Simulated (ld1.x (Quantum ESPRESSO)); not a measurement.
## An all-electron radial function and its pseudo partner (calcium)

Columns: radius, all-electron u(r) and pseudo u(r) of the 3s shell (level -62.09 eV) of calcium in the configuration [Ne] 3s2 3p6 3d0 4s0 4p0; PBEsol, scalar-relativistic, RRKJ scheme, ld1.x (Quantum ESPRESSO) 7.5.

```tsv
r (bohr)	all-electron	pseudo
0.103	-0.0112	0.1215
0.205	-0.4922	0.2417
0.308	-0.4662	0.3628
0.410	-0.1525	0.4820
0.513	0.2302	0.6001
0.615	0.5603	0.7120
0.718	0.8040	0.8147
0.820	0.9532	0.8988
0.923	1.0242	0.9574
1.025	1.0341	0.9826
1.128	1.0012	0.9719
1.230	0.9411	0.9289
1.332	0.8652	0.8619
1.435	0.7812	0.7808
1.538	0.6958	0.6958
1.640	0.6136	0.6136
1.743	0.5356	0.5356
1.845	0.4647	0.4647
1.948	0.4000	0.4000
2.050	0.3430	0.3430
2.153	0.2924	0.2924
2.255	0.2486	0.2486
2.358	0.2104	0.2104
2.460	0.1778	0.1778
2.562	0.1499	0.1499
2.665	0.1258	0.1258
```

Problem. How many radial nodes do the two functions have?

Solution. The all-electron 3s function has n − l − 1 = 2 (the table is too coarse to show those close to the nucleus); the pseudo-wave has 0, since the states of the same l below it are removed with the core.

Problem. At about which radius was the pseudo-wave matched?

Solution. 1.60 bohr. The columns agree to 0.0005 from 1.44 bohr on; several derivatives are matched, so the curves merge somewhat inside the radius.

Problem. Is the pseudo-wave norm-conserving?

Solution. Yes: the RRKJ scheme keeps the norm inside the radius equal to the all-electron one, which fixes the energy derivative of the logarithmic derivative at the level.
